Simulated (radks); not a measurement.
Spherical jellium clusters: N electrons in a uniform positive sphere of charge N and radius rs N^(1/3), rs = 3.58 bohr. Calculated with a radial shooting solver with Libxc functionals: non-relativistic Kohn-Sham, LDA (Slater exchange, Perdew-Wang correlation), spin-polarised, spherical densities. Levels are named by radial order and angular momentum (1s, 1p, 1d, 2s, ...), and open shells are averaged over m.

N = 9, configuration 1s2 1p6 1d(up 1, down 0). This is the lowest configuration that the search found. Occupied and some empty levels:

level,occupation,eigenvalue (eV),<r> (bohr)
1s up,1,-5.2900,4.936
1s down,1,-5.1842,4.878
1p up,3,-3.8440,6.035
1p down,3,-3.7048,6.018
1d up,1,-2.1428,7.093
1d down,0,-1.9959,7.123
2s up,0,-1.6713,7.161
2s down,0,-1.5901,7.232
2p up,0,-0.44718,10.88
1f up,0,-0.40990,8.743
2p down,0,-0.39043,11.17
1f down,0,-0.28598,8.955

Energy (eV): total -15.4003, kinetic 18.368, external -344.87, Hartree 168.09, exchange-correlation -34.585, background 177.59.
